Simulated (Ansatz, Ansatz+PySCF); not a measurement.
```yaml
atoms:
  - { symbol: C, position_ang: [1.4000, 0.0000, 0.0000] }
  - { symbol: C, position_ang: [0.7000, 1.2124, 0.0000] }
  - { symbol: C, position_ang: [-0.7000, 1.2124, 0.0000] }
  - { symbol: C, position_ang: [-1.4000, 0.0000, 0.0000] }
  - { symbol: C, position_ang: [-0.7000, -1.2124, 0.0000] }
  - { symbol: C, position_ang: [0.7000, -1.2124, 0.0000] }
  - { symbol: H, position_ang: [3.8000, 0.0000, 0.0000] }
  - { symbol: H, position_ang: [1.2425, 2.1521, 0.0000] }
  - { symbol: H, position_ang: [-1.2425, 2.1521, 0.0000] }
  - { symbol: H, position_ang: [-2.4850, 0.0000, 0.0000] }
  - { symbol: H, position_ang: [-1.2425, -2.1521, 0.0000] }
  - { symbol: H, position_ang: [1.2425, -2.1521, 0.0000] }
```

Basis set: def2-SVP (spherical functions). Charge 0, multiplicity 3.

Computed with Ansatz (development build ahead of 0.2.0); each method stands on the lowest determinant of its kind that the runs found. Restricted functionals stand beside restricted open-shell atoms, which can lie above the unrestricted atoms usual in DFT and then raise those values.

(1) Give the atomization energy at this shape (free ground-state atoms in the same class of orbitals less the molecule, no zero-point energy) of triplet C6H6 by ωB97X (restricted open-shell), PBE0 (unrestricted), PBE0 (restricted open-shell), UHF, ROHF.

## Answers

(1)

| method | atomization energy |
| --- | --- |
| ωB97X (restricted open-shell) | 54.73 eV |
| PBE0 (unrestricted) | 55.48 eV |
| PBE0 (restricted open-shell) | 55.70 eV |
| UHF | 41.23 eV |
| ROHF | 41.46 eV |

Caution: other spin multiplicities may lie lower; the shape is not the minimum. Caution for ωB97X (restricted open-shell), PBE0 (unrestricted), PBE0 (restricted open-shell): charge can spread falsely over distant fragments. Caution for ωB97X (restricted open-shell): stretched shape with no unrestricted run beside it, a lower state can exist. Caution for UHF: the unrestricted determinant is spin contaminated.
